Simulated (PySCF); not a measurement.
# Reading the logs of faulty runs: ClH7Si3

Calculated results; nothing here was measured. They come from PySCF 2.14.0, an open-source quantum chemistry program, on an isolated molecule that a program drew, which may never have been made. The molecule is ClH7Si3 (charge 0, singlet), drawn as the SMILES string `[SiH3][SiH]([SiH3])Cl`.

Each row is a Hartree-Fock (HF) and frozen-core CCSD(T) single point in the cc-pV(D+d)Z basis, meant for a local HF minimum. Run 1 is clean. Each other run has one planted mistake out of seven kinds, and not every kind appears here: one electron removed, one electron added, multiplicity raised by two, geometry at a saddle point, minimal basis STO-3G, one bond length entered in bohr, all coordinates scaled. The reference is restricted for singlets and unrestricted otherwise, and also for a bond in bohr. Adding or removing an electron swaps singlet and doublet. Electrons count all cores. HOMO and LUMO are orbital energies over both spins, the gradient is its largest component, and the lowest frequency (negative if imaginary) is given only where the gradient is small. Bond lengths are over the 10 bonds as drawn. T1 is the CCSD diagnostic: over 0.02 (restricted) or 0.045 (unrestricted) a single reference is doubtful.

Geometry of the clean run:
```xyz
11
ClH7Si3, angstrom
Si    0.2692    1.8733    2.7403
Si    0.5816   -0.2808    1.8150
Si   -1.3570   -1.2091    0.8279
Cl    2.0473   -0.1262    0.3191
H    -0.7327    1.7949    3.8313
H     1.5493    2.3803    3.2843
H    -0.2265    2.7958    1.6932
H     1.1216   -1.2018    2.8405
H    -1.8596   -0.2999   -0.2275
H    -2.4033   -1.3715    1.8667
H    -1.0413   -2.5297    0.2378
```

```
run  electrons  basis functions  <S^2>  HOMO (eV)  LUMO (eV)  gradient (hartree/bohr)  lowest frequency (cm^-1)  mean bond (Å)  longest bond (Å)      T1  HF (hartree)  CCSD(T) (hartree)                          mistake
  1         66              127  0.000     -10.36       2.56                  1.2e-05                        95         1.7200             2.365  0.0121   -1330.43290        -1330.96419                         no fault
  2         66              127  0.833      -9.17       0.72                  9.1e-03                         -         1.8517             2.798  0.0394   -1330.32356        -1330.84398  one bond length entered in bohr
  3         67              127  0.760       1.17       7.71                  5.7e-02                         -         1.7200             2.365  0.0142   -1330.36309        -1330.91572               one electron added
  4         65              127  0.786     -16.24      -8.28                  6.3e-02                         -         1.7200             2.365  0.0257   -1330.08981        -1330.61110                                ?
  5         66               43  0.000      -8.11       8.48                  3.2e-02                         -         1.7200             2.365  0.0048   -1315.54389        -1315.71906                                ?
```

**Which mistake was planted in run 4, and what did it cost?**

It counts 65 electrons, one fewer than the clean run, at the same geometry and basis. So the mistake is: one electron removed. Subtracting run 1 and multiplying by 627.51 kcal/mol a hartree, the energy moved by 215.3 kcal/mol in HF and 221.6 kcal/mol in CCSD(T).

**Which mistake was planted in run 5, and what did it cost?**

It has 43 basis functions where the clean run has 127, with the same electrons and geometry. So the mistake is: minimal basis STO-3G. Subtracting run 1 and multiplying by 627.51 kcal/mol a hartree, the energy moved by 9343.0 kcal/mol in HF and 9566.5 kcal/mol in CCSD(T).

Cautions from the logs. Run 3: the HOMO is above zero, so the electron isn't bound and the energy depends on the basis.
